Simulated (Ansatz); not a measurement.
Input and output for `BC(F)Br`.

```yaml
crystal:
  periodic: [false, false, false]
  atoms:
    - {symbol: B, position_ang: [-0.385182, 0.764566, 0.019436]}
    - {symbol: C, position_ang: [0.603884, -0.423236, 0.081255]}
    - {symbol: F, position_ang: [0.880414, -1.036815, 1.231431]}
    - {symbol: Br, position_ang: [-1.060801, -1.250995, -0.793466]}
    - {symbol: H, position_ang: [-0.333041, 1.485330, -0.927544]}
    - {symbol: H, position_ang: [-1.037917, 1.001295, 0.986551]}
    - {symbol: H, position_ang: [1.393841, -0.608044, -0.643464]}
basis:
  gaussian: {orbitals: 6-31G}
hamiltonian: {xc: {name: LC-wPBE}}
scf: {lower_state_search: off}
```

```sh
$ ansatz run in.yaml --threads 2 --pin off --events-out ev --progress --plain --max-ram 4352MiB
```

Shortened log:

```
Functional definition: LC-wPBE
683 factors; integrals over basis functions are off by at most 3.9e-4 eV
255 factors; integrals over basis functions are off by at most 3.2e-5 eV
mean field evaluation 1: about -74499.4119 eV, gradient 2.2e1 eV
mean field evaluation 2: about -74499.8144 eV, gradient 2.1e1 eV
mean field evaluation 4: about -74500.4864 eV, gradient 8.1e-1 eV
mean field evaluation 8: about -74500.4751 eV, gradient 7.4e-2 eV
mean field evaluation 16: about -74500.4751 eV, gradient 2.1e-5 eV
mean field -74500.47508137 eV, -2737.8419610045 hartree, gradient 6.7e-6 eV, S^2 0.000000; 0 other end points of the search recorded, 0 dependent functions left out
reference -74500.47508137 eV, -2737.8419610047 hartree; 29, 29 occupied and 33, 33 virtual orbitals, 683 factors
Total energy: -74500.47508137 eV, -2737.8419610047 hartree
Checks for a lower state left out: stability, starts, cluster_reference, orbital_swaps, neighbouring_geometries, increment
```

Run time 0.95 s (2 threads of an Arm Neoverse V1 on a shared host); peak host memory 0.36 GiB.
